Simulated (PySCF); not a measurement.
BCl₂HO, SMILES OB(Cl)Cl.

Geometry: PBE-D3(BJ)/def2-SVP. One conformer was computed; it need not be the lowest.

All values below come from HF/def2-TZVPD (PySCF).

Symmetry labels are those of the subgroup Cs that the program uses (full group Cs).

Computed valence orbital energies around the gap with their symmetry:
```
orbital  symmetry  energy (eV)
-------  --------  -----------
HOMO−7         A'       -18.37
HOMO−6         A'       -17.12
HOMO−5         A"       -16.26
HOMO−4         A'       -14.78
HOMO−3         A"       -13.53
HOMO−2         A'       -13.50
HOMO−1         A"       -12.91
HOMO           A'       -12.52
LUMO           A'         1.04
LUMO+1         A'         1.71
LUMO+2         A'         1.81
LUMO+3         A"         2.12
```
